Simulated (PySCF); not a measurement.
**Dipole moment and polarisability of `[H]/N=C\c1ccc(Br)cc1`**

Compound: C7H6BrN.
Cartesian coordinates in Å at the PBE0-D3(BJ)/def2-SVP level; atoms count from 1:
```xyz
15
C7H6BrN angstrom
N      4.0094   -0.4457    0.1220
C      3.1470    0.4484    0.3820
C      1.6794    0.4064    0.2033
C      1.0151   -0.7149   -0.3118
C     -0.3645   -0.7212   -0.4684
C     -1.0987    0.4107   -0.1064
Br    -2.9698    0.4108   -0.3165
C     -0.4630    1.5389    0.4087
C      0.9201    1.5274    0.5591
H      3.5657   -1.2884   -0.2608
H      3.5226    1.3989    0.7999
H      1.5825   -1.6048   -0.5978
H     -0.8757   -1.5976   -0.8698
H     -1.0477    2.4167    0.6882
H      1.4249    2.4098    0.9624
```

Level: B3LYP/def2-SVPD (PySCF), static field, nuclei fixed, core orbitals frozen in the response. The polarisability tensor in these axes (au):

```
x   176.44  -9.40   8.74
y    -9.40 102.88  13.96
z     8.74  13.96  71.25
```

Task: What are the eigenvalues, a third of the trace, and Δα (Δα² = ½Σ(αi − αj)² over the three pairs)?

Result: Principal values 64.78, 107.70 and 178.08 au; mean 116.85 au = 17.32 Å³ = 19.27 × 10⁻⁴⁰ C²·m²/J; Δα = 99.08 au (85 % of the mean).

Task: What is the dipole moment, and where does it point?

Result: (-1.47, 0.34, -0.03) D, 1.51 D in size, pointing from the negative to the positive side. Measured along this direction, the outermost atoms are N1 at the negative end and Br7 at the positive end.

Task: What would n − 1 = 2πNα be for an ideal gas of these molecules at 273.15 K and 1 atm, electronic part alone?

Result: N = p/kT = 2.6868 × 10¹⁹ cm⁻³, so n − 1 = 2π × N × 17.32 × 10⁻²⁴ cm³ = 2923 × 10⁻⁶ at long wavelengths, for an ideal gas.

Task: Sum over states: ᾱ = Σ f/ω², ω in Eh. What share falls to these 6 lowest TDDFT singlets (eV, f)? 4.39, 0.0018; 4.69, 0.2516; 4.84, 0.1443; 5.47, 0.0003; 5.50, 0.0000; 5.61, 0.0000.

Result: They add up to 13.10 au, 11.2 % of the 116.85 au; the largest single term is 8.45 au, from the state at 4.69 eV. Terms in order: 0.07, 8.45, 4.57, 0.01, 0.00, 0.00 au. Higher excitations give the rest. The strengths listed sum to 0.398.

Task: Along which axes do the principal values lie, and how far do the nuclei extend along each?

Result: Largest value along (0.99, -0.11, 0.07), where the nuclei span 7.04 Å; middle along (0.08, 0.92, 0.37), 4.57 Å; least along (-0.10, -0.36, 0.93), 0.01 Å. The response follows the extents in order.

Task: Give the eigenvalues of the traceless quadrupole moment Θ = ½Σq(3rr − r²1), origin at the centre of nuclear charge.

Result: -21.34, 2.05, 19.29 D·Å. The values depend on the origin, since the dipole doesn't vanish. The electronic extent ⟨r²⟩ about the same centre is 2301 bohr², a root-mean-square distance of 2.68 Å for the 90 electrons.

Task: Orientational against electronic polarisability at 250 K (dilute gas, rigid molecules)?

Result: In Gaussian units μ²/3kT = 22.06 Å³ against 17.32 Å³, a ratio of 1.27; the Debye molar polarisation (4π/3)N_A(α + μ²/3kT) is 99.3 cm³/mol, leaving out the vibrational part.

One conformer (not necessarily the lowest) at the PBE0-D3(BJ)/def2-SVP geometry, without solvent, vibrations or thermal averaging. The calculation is non-relativistic, for bromine too.
